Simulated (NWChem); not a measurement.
# SiBrClF2; SMILES F[Si](F)(Cl)Br

Computed with NWChem. Structure relaxed at the PBE0/def2-SVP level. Level r2SCAN/def2-SVP: energy and gradient on several grids; changes count from the extra-fine grid, which is no exact limit either.

### Question
Which is the coarsest grid (xfine; xcoarse; coarse; fine; medium) from which on the energy stays within 500 μHa and each gradient component within 500 μHa/bohr of xfine?

### Answer
coarse.
| grid | size of the energy change (μHa) | largest change of a gradient component (μHa/bohr) |
|---|---|---|
| xcoarse | 9000 | 1000 |
| coarse | 70 | 200 |
| medium | 90 | 60 |
| fine | 30 | 40 |
| xfine | < 10 | < 30 |
